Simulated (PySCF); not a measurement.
# Single point on SiBr⁺

State: ¹Σ⁺ (singlet), closed shell.

An equivalent input (the run itself took its basis sets from the Basis Set Exchange, started from a PBE0 density and held the occupation σ 12α 12β, πx 5α 5β, πy 5α 5β, δx 1α 1β, δy 1α 1β):

```python
from pyscf import gto, scf, cc
mol = gto.M(atom='Si 0 0 0; Br 0 0 2.125', basis={'Si': 'def2-SVP', 'Br': 'def2-SVP'},
            charge=1, spin=0, verbose=4, symmetry='C2v')
mf = scf.RHF(mol)
mf.irrep_nelec = {'A1': 26, 'A2': 2, 'B1': 10, 'B2': 10}
mf.conv_tol = 1e-9
mf.max_cycle = 60
mf.diis_space = 10
mf.kernel()
mycc = cc.CCSD(mf, frozen=[0, 1, 2, 3, 4, 5, 6, 7, 8, 9, 10, 11, 12, 13])
mycc.run(conv_tol=1e-7, conv_tol_normt=1e-5, max_cycle=80, diis_space=8)
et = mycc.ccsd_t()
```

The SCF ended at -2860.66664463 hartree. The coupled-cluster part of the log:

```
******** <class 'pyscf.cc.ccsd.CCSD'> ********
CC2 = 0
CCSD nocc = 10, nmo = 36
frozen orbitals [0, 1, 2, 3, 4, 5, 6, 7, 8, 9, 10, 11, 12, 13]
max_cycle = 80
direct = 0
conv_tol = 1e-07
conv_tol_normt = 1e-05
diis_space = 8
diis_start_cycle = 0
diis_start_energy_diff = 1e+09
Init t2, MP2 energy = -2860.95751956627  E_corr(MP2) -0.290874932159431
Init E_corr(CCSD) = -0.290874932159794
cycle = 1  E_corr(CCSD) = -0.2943956631935  dE = -0.00352073103  norm(t1,t2) = 0.0645535
cycle = 2  E_corr(CCSD) = -0.303159363528292  dE = -0.00876370033  norm(t1,t2) = 0.0239203
cycle = 3  E_corr(CCSD) = -0.303911994236944  dE = -0.000752630709  norm(t1,t2) = 0.0139946
cycle = 4  E_corr(CCSD) = -0.305716579071163  dE = -0.00180458483  norm(t1,t2) = 0.00617282
cycle = 5  E_corr(CCSD) = -0.305662179609369  dE = 5.43994618e-05  norm(t1,t2) = 0.00149671
cycle = 6  E_corr(CCSD) = -0.305586867542994  dE = 7.53120664e-05  norm(t1,t2) = 0.000439572
cycle = 7  E_corr(CCSD) = -0.305608816787609  dE = -2.19492446e-05  norm(t1,t2) = 0.000146346
cycle = 8  E_corr(CCSD) = -0.305609894324269  dE = -1.07753666e-06  norm(t1,t2) = 3.43323e-05
cycle = 9  E_corr(CCSD) = -0.30560826882273  dE = 1.62550154e-06  norm(t1,t2) = 9.78374e-06
cycle = 10  E_corr(CCSD) = -0.305608520756093  dE = -2.51933363e-07  norm(t1,t2) = 2.65496e-06
cycle = 11  E_corr(CCSD) = -0.305608518309302  dE = 2.44679099e-09  norm(t1,t2) = 8.05317e-07
CCSD converged
E(CCSD) = -2860.972253152423  E_corr = -0.3056085183093021
CCSD(T) correction = -0.00982758185992015
```

T1 diagnostic 0.016, D1 0.047, 20 electrons correlated.

Repeating this along the bond gives Re = 2.125 Å and ωe = 534 cm⁻¹.

A point of this curve took 1.4 CPU seconds beside 0.19 for the integrals (shared host).

Correlated steps freeze 14 core orbitals.
